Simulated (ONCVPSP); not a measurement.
What one change does to a pseudopotential (iron, ONCV)

| Property | Result |
| --- | --- |
| Element | Fe |
| Generator | ONCVPSP 4.0.1 |
| Type | optimised norm-conserving Vanderbilt (ONCV) |
| Functional | LDA (Perdew-Zunger) |
| Relativity | fully relativistic |
| Frozen core | [Ne] 3s2 |
| Valence charge | 14 |
| Reference configuration | 3p6 3d6 4s1.75 4p0.25 |
| Partial waves | 4s: rc 2.35 bohr, ncon 5, nbas 8, qcut 3.2 1/bohr, 2 projectors, debl 2.1 Ha; 3p+4p: rc 1.45 bohr, ncon 4, nbas 7, qcut 11.7 1/bohr, 2 projectors; 3d: rc 1.15 bohr, ncon 4, nbas 9, qcut 12.7 1/bohr, 2 projectors, debl 2.8 Ha |
| Local potential | polynomial inside 1.00 bohr (lpopt 5, dvloc0 2 Ha) |
| Core correction | polynomial model core, fcfact 0.4 |

Open shells are filled in proportion to 2j + 1.

All-electron outer shells of the reference configuration (LDA (Perdew-Zunger), scalar-relativistic, ld1.x):

```json
{"shell": "2p", "level (eV)": "-698.44", "outermost node (bohr)": "–", "outermost maximum (bohr)": "0.18"}
{"shell": "3s", "level (eV)": "-93.97", "outermost node (bohr)": "0.33", "outermost maximum (bohr)": "0.70"}
{"shell": "3p", "level (eV)": "-60.39", "outermost node (bohr)": "0.30", "outermost maximum (bohr)": "0.72"}
{"shell": "3d", "level (eV)": "-8.19", "outermost node (bohr)": "–", "outermost maximum (bohr)": "0.71"}
{"shell": "4s", "level (eV)": "-5.78", "outermost node (bohr)": "1.01", "outermost maximum (bohr)": "2.38"}
{"shell": "4p", "level (eV)": "-1.67", "outermost node (bohr)": "1.10", "outermost maximum (bohr)": "3.25"}
```

Change: d: qcut 8.7.

Cutoffs: the cutoffs (Ha) at which the residual kinetic energy of the hardest occupied pseudo-wave falls to 1 and 0.1 mHa per electron; they do not see the model core or the augmentation charge, which bear on the density cutoff. Errors are all-electron minus pseudo energies relative to the spin-unpolarised reference configuration.

Question: How do hardness, ghosts and transferability respond?

Answer: The potential gets harder (66 Ha and 74 Ha → 217 Ha and 250 Ha); both files keep a bound ghost (s); the errors of the 3 common tests hardly move.

| quantity | base | changed |
| --- | --- | --- |
| cutoff, loose | 66 Ha | 217 Ha |
| cutoff, tight | 74 Ha | 250 Ha |
| loose cutoff by channel | s 4.5 Ha, p 35 Ha, d 66 Ha | s 4.5 Ha, p 35 Ha, d 217 Ha |
| bound ghosts | s | s |
| GHOST(+) flags under 300 eV | none | none |
| tests with a reliable result | 3 of 4 | 3 of 4 |
| error for 3p6 3d6 4s2 4p0, meV [ΔE -1.02 eV] | -0.3 | -0.3 |
| error for 3p6 3d6 4s1 4p0, meV [ΔE 7.96 eV] | -3.8 | -3.3 |
| error for 3p6 3d6 4s1.5 4p0, meV [ΔE 2.58 eV] | -0.2 | -0.2 |
| s: phases at 2.39 bohr within 0.05 rad from the reference energy up to (Ha; the scan ends near 5) | n/a | n/a |
| p3/2: phases at 1.47 bohr within 0.05 rad from the reference energy up to (Ha; the scan ends near 5) | to the end of the scan | to the end of the scan |
| p1/2: phases at 1.47 bohr within 0.05 rad from the reference energy up to (Ha; the scan ends near 5) | to the end of the scan | to the end of the scan |
| d5/2: phases at 1.17 bohr within 0.05 rad from the reference energy up to (Ha; the scan ends near 5) | to the end of the scan | to the end of the scan |
| d3/2: phases at 1.17 bohr within 0.05 rad from the reference energy up to (Ha; the scan ends near 5) | to the end of the scan | to the end of the scan |
| rms error of d²Exc/dni dnj with the model core, mHa | 4.06 | 4.10 |

 A true bound ghost makes a file unfit for plane-wave use even where its test errors are small: the radial tests pick states by their node count and pass the ghost by.
